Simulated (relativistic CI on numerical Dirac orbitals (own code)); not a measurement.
Computed by Dirac-Coulomb-Breit CI, orbitals from a KLI potential per configuration, a model potential for QED, unscaled Slater integrals (own radial code, finite nucleus).

Configurations in the expansion (outside the closed core [Ne]): 3s2, 3s 3p, 3p2, 3s 3d, 3d2, 3p 3d, 3p 4s, 3s 4s, 3d 4s, 3s 4p, 3s 4d, 3s 4f, 3s 5s, 3s 5p, 3s 5d, 4s2, 3s 5f, 3s 5g, 3s 6s, 3s 6p, 3s 6d. Levels of other configurations are missing.

At this charge energies of transitions that change n are usually good to better than 1 %, and those within a shell (Δn = 0) to a few per cent.

Outline of the computed level scheme of Cu XVIII. Lowest level of each configuration: 3s2 1S_0 at 0.000 eV; 3s 3p 3P°_0 at 34.532 eV; 3p2 3P_0 at 82.687 eV; 3s 3d 3D_1 at 101.910 eV; 3p 3d 3F°_2 at 138.770 eV; 3d2 3F_2 at 205.597 eV; 3s 4s 3S_1 at 299.831 eV; 3s 4p 3P°_0 at 317.410 eV; 3s 4d 3D_1 at 340.885 eV.

Some strong electric-dipole decays among the lowest 45 levels: 3s 4d 3D_3 → 3s 3p 3P°_2 (8.1e+11 s⁻¹); 3s 4d 1D_2 → 3s 3p 1P°_1 (7.2e+11 s⁻¹); 3s 4d 3D_2 → 3s 3p 3P°_1 (6.0e+11 s⁻¹); 3s 4s 1S_0 → 3s 3p 1P°_1 (5.0e+11 s⁻¹); 3s 4p 1P°_1 → 3s2 1S_0 (4.7e+11 s⁻¹); 3s 4d 3D_1 → 3s 3p 3P°_0 (4.4e+11 s⁻¹); 3s 4s 3S_1 → 3s 3p 3P°_2 (3.3e+11 s⁻¹); 3s 4d 3D_1 → 3s 3p 3P°_1 (3.3e+11 s⁻¹).

LS names give the leading component of a level, which can be under half, so a name can repeat, a term be missing and a line seem to break the LS rules.
